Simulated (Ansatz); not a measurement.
C2H5BS, SMILES `BC(C)=S` at its PBE0-D4/def2-TZVP geometry, where that method's forces vanish. Total charge 0; spin multiplicity 1.

```
atom   x (Å)   y (Å)   z (Å)
  B1  -0.465   1.452  -0.112
  C2  -0.287  -0.068  -0.096
  C3   0.657  -1.152   0.184
  S4  -1.835  -0.101  -0.606
  H5  -0.755   2.013   0.906
  H6  -0.104   2.069  -1.072
  H7   1.005  -1.057   1.218
  H8   1.547  -1.012  -0.440
  H9   0.237  -2.145   0.019
```

Task: For each bond, give half the difference of the two atoms' forces along it (eV/Å; positive pushes the atoms apart) under PBE-D4, r2SCAN-D4, B3LYP-D4, ωB97M-V in def2-TZVPP. (An estimate is asked.)

Result: Ansatz gave: 
```
 bond  length (Å)  PBE-D4  r2SCAN-D4  B3LYP-D4  ωB97M-V
B1–C2       1.530   -0.05      -0.07      0.03     0.13
B1–S4       2.129    0.23       0.18      0.40     0.13
B1–H5       1.198    0.08      -0.02     -0.13    -0.17
B1–H6       1.198    0.08      -0.02     -0.13    -0.17
C2–C3       1.464   -0.14       0.00      0.15     0.26
C2–S4       1.631    0.54       0.31      0.18    -0.18
C3–H7       1.096    0.13       0.00     -0.06    -0.11
C3–H8       1.096    0.13       0.00     -0.06    -0.11
C3–H9       1.090    0.11      -0.03     -0.03    -0.09
```

B3LYP here is the variant with VWN-RPA as its local correlation; programs differ in this.
